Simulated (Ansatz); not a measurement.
Species: CsAg, charge 0, multiplicity 1. 
Geometry from a B3LYP-D3(BJ)/def2-TZVP (Ansatz, a quantum-chemistry and plane-wave program) optimisation:
SMILES: [Ag][Cs]
```xyz
2

Cs     0.0000     0.0000    -1.5330
Ag     0.0000     0.0000     1.7939
```
Charge 0, spin multiplicity 1.

Basis-set convergence of Hartree-Fock and MP2 correlation energies (hartree) with Ansatz. Cores are frozen in the correlated levels unless marked. Spin-orbit coupling is left out. The frozen core is the preceding noble-gas configuration, with the filled d and f shells of earlier blocks. The outer core of K, Ca and their heavier congeners is not correlated, a term that matters for these elements. In def2 rows, elements after Kr have scalar-relativistic effective core potentials.

The T1 diagnostic of CCSD in the largest basis is 0.044, which is high, so the coupled-cluster rows are less sure than usual.

```json
[
 {"basis": "def2-SVPD", "functions": "61", "E(HF)": "-165.94796", "E(corr, MP2)": "-0.26517"},
 {"basis": "def2-TZVPPD", "functions": "95", "E(HF)": "-165.98235", "E(corr, MP2)": "-0.42338"},
 {"basis": "def2-QZVPPD", "functions": "150", "E(HF)": "-165.98397", "E(corr, MP2)": "-0.46380"}
]
```

Extrapolating the two largest sets (X = 3 and 4) as X^-3: E(corr) = (64·(-0.46380) - 27·(-0.42338))/37 = -0.4933 Eh, an estimate of the basis-set limit. The largest set recovers 94.0 % of it, the smallest 53.8 %.
